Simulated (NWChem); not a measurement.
# C₃H₂N₂O; SMILES N(=C\C=O)/C#N

```xyz
8

N      0.2606     3.0031     0.0000
C     -0.0393     1.8786     0.0000
N     -0.5040     0.6330     0.0000
C      0.2701    -0.3839     0.0000
C     -0.3496    -1.7390     0.0000
O      0.3138    -2.7402     0.0000
H      1.3721    -0.3323     0.0000
H     -1.4662    -1.7328     0.0000
```
Atoms are numbered in this order, from 1.

Results from NWChem. Medium grid unless said otherwise, to which SCAN and Minnesota functionals are sensitive. Structure relaxed at the PBE0/def2-SVP level.

Order these by “dipole (D)”, lowest first: Hartree-Fock/def2-TZVP; r2SCAN/def2-TZVP; M06-2X/def2-TZVP; PBE/def2-TZVP.

PBE/def2-TZVP (1.82), r2SCAN/def2-TZVP (1.90), M06-2X/def2-TZVP (2.06), Hartree-Fock/def2-TZVP (2.41)
